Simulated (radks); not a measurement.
Values are calculated unless marked as measured or tabulated.
Problem. Species: the dysprosium ion Dy25+. Configuration: [Kr] 4d5. Code: a radial shooting solver on a logarithmic mesh with Libxc functionals. Model: scalar-relativistic Kohn-Sham, SCAN, spin-polarised, spherical densities, finite nucleus; open shells are filled with parallel spins first (spin-orbit coupling, left out, can overturn this in heavy ions); meta-GGA in the generalised Kohn-Sham scheme; Fermi nuclear charge, rms radius 5.2218 fm. Some entries of the table are withheld. Estimate them.

orbital  occ.  eigenvalue (Ry)  <r^2> (bohr^2)  <1/r> (bohr^-1)
1s up       1        -4008.183       0.0006096            74.55
1s down     1        -4008.165       0.0006096            74.55
2s up       1        -718.8353        0.009510            17.35
2s down     1        -718.5764        0.009509            17.35
2p up       3        -644.2222        0.007706            16.09
2p down     3        -643.9809        0.007705            16.10
3s up       1        -205.9481         0.06202            6.428
3s down     1        -205.7972         0.06193            6.428
3p up       3        -182.8755             (1)            6.021
3p down     3        -182.6929             (2)            6.022
3d up       5        -153.5086         0.05186            5.703
3d down     5        -153.2205         0.05178            5.703
4s up       1        -82.79327             (3)            2.909
4s down     1        -81.70195             (4)            2.904
4p up       3        -74.50168             (5)            2.730
4p down     3        -73.43006             (6)            2.724
4d up       5        -63.37201          0.3106            2.532

Solution. 
(1) 3p up <r^2> (bohr^2): 0.06220
(2) 3p down <r^2> (bohr^2): 0.06207
(3) 4s up <r^2> (bohr^2): 0.2746
(4) 4s down <r^2> (bohr^2): 0.2756
(5) 4p up <r^2> (bohr^2): 0.2954
(6) 4p down <r^2> (bohr^2): 0.2967
